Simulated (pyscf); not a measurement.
[HO–Ta(OH)(Cl)–Cl]•, doublet

Gas-phase minimum from PySCF at ωB97X-D3(BJ)/def2-SVP, one conformer. Other isomers of [HO–Ta(OH)(Cl)–Cl]• were not searched in full and may lie lower. 

```
Ta
O 1 1.8805
H 2 0.9609 1 144.23
O 1 1.8809 2 102.33 3 132.64
H 4 0.9609 1 144.30 2 133.28
Cl 1 2.3248 2 132.97 3 16.80
Cl 1 2.3250 2 99.41 3 -89.18
```
Charge 0, spin multiplicity 2.

Properties at ωB97X-D3(BJ)/def2-SVP:

- Harmonic wavenumbers, unscaled = 104, 115, 125, 153, 201, 265, 331, 383, 384, 450, 452, 743, 749, 3963, 3968 cm⁻¹
- Zero-point energy = 17.7 kcal/mol
- Rotational symmetry number = 2
- Entropy of this conformer at 298 K and 1 atm, rigid rotor and harmonic oscillator, modes under 100 cm⁻¹ raised to 100 = 389.1 J/(mol K)
- Dipole moment = 3.01 D
- Spin expectation value S2 = 0.751

Single-point totals, which compare only within one level:

```csv
level,total energy (hartree)
ωB97X-D3(BJ)/def2-TZVP,-1129.46096
PBE/def2-TZVP,-1128.89524
r²SCAN/def2-TZVP,-1129.29828
B3LYP-D3(BJ)/def2-TZVP,-1129.45577
PBE0-D3(BJ)/def2-TZVP,-1128.92431
M06-2X/def2-TZVP,-1129.20134
ωB97M-D3(BJ)/def2-TZVP,-1129.48240
```

Soft torsions are taken as harmonic, which can shift the entropy by several J/(mol K). Open-shell species with a d-block atom are single-reference here; other states, and whether the spin sits on metal or ligand, were not checked. Elements past Kr carry the def2 core potentials, without spin-orbit coupling.
